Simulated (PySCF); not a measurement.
Screening by computed properties: pick the candidate that meets the target.

Species are written as SMILES; each is one conformer at its optimised geometry, gas phase, non-relativistic unless stated. Electronic properties by PySCF.

The conformers computed, where there is a choice (atom-mapped SMILES and torsion angles):
- `[H]/[N:5]=[C:4]1\[C@@H:3]([CH2:2][CH3:1])[C@H:7]([F:8])[CH2:6]1`: C1–C2–C3–C4 175°
- `[CH2:1]=[N:2][CH2:3][C@@H:4]1[CH2:5][CH2:6][C@@H:7]1[F:8]`: C1–N2–C3–C4 125°, N2–C3–C4–C5 41°
- `[CH2:1]=[C:2]1[CH2:3][O:4][Si@H:5]1[O:6][SiH3:7]`: O4–Si5–O6–Si7 39°

**Question.** Wanted: dipole moment between 1.8 D and 2.1 D (CAM-B3LYP/def2-SVPD) and electronic spatial extent ⟨r²⟩ about the centre of nuclear charge above 920 bohr² (CAM-B3LYP/def2-SVPD), at GFN2-xTB geometries. Which candidate meets both?
A. `C=C1CO[Si@H]1O[SiH3]`
B. `Clc1pccs1`
C. `[H]/N=C1/C[C@@H](F)[C@@H]1CC`
D. `C=NC[C@@H]1CC[C@@H]1F`

**Answer.** C. Computed values:
```csv
species,dipole moment,electronic spatial extent ⟨r²⟩ about the centre of nuclear charge
C=NC[C@@H]1CC[C@@H]1F,1.07 D,902 bohr²
C=C1CO[Si@H]1O[SiH3],1.64 D,1291 bohr²
[H]/N=C1/C[C@@H](F)[C@@H]1CC,2.02 D,1060 bohr²
Clc1pccs1,2.22 D,931 bohr²
```
